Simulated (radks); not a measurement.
Results of a calculation; reference values are marked as such.
How relativity changes the ionisation of the rhodium ion Rh3+ ([Kr] 4d6) to Rh4+ ([Kr] 4d5). Spin-unpolarised spherical Kohn-Sham, BLYP, point nucleus unless stated (finite: rms radius 4.4945 fm), a radial shooting solver on a logarithmic mesh with Libxc functionals. A level marked "c x" has the speed of light scaled by that factor and shares open shells by 2j + 1; other Dirac levels either fill j = l - 1/2 first or share by 2j + 1.

level                               E(Rh3+) (hartree)  E(Rh4+) (hartree)  IE (eV)   HOMO  <r> HOMO (bohr)
non-rel.                                  -4685.95078        -4684.21068   47.351     4d            1.362
scalar-rel.                               -4782.49735        -4780.77703   46.812     4d            1.373
scalar-rel., finite nucleus               -4782.41234        -4780.69202   46.812     4d            1.373
Dirac, 2j+1 shares                        -4783.40879        -4781.68868   46.807  4d5/2            1.379
Dirac, low j first                        -4783.43765        -4781.72820   46.516  4d5/2            1.380
Dirac, 2j+1 shares, finite nucleus        -4783.32359        -4781.60347   46.807  4d5/2            1.379
Dirac, c x 1.5                            -4727.97632        -4726.24512   47.109  4d5/2            1.369
Dirac, c x 10                             -4686.87520        -4685.13529   47.345  4d5/2            1.362
Dirac, c x 100                            -4685.96002        -4684.21992   47.351  4d5/2            1.362

NIST Atomic Spectra Database: 42 eV (theoretical). The relativistic part of the total energy of Rh3+ is -97.37 hartree (Dirac, 2j+1 shares, finite nucleus), 2.1 % of the non-relativistic value. Spin polarisation and multiplet splitting of open shells are left out at every level.

Beside tabulated values, note that relativity, absent from the non-relativistic runs, is large for the heavy elements, and spin-unpolarised runs miss the spin-polarisation part of the exchange energy of open shells.
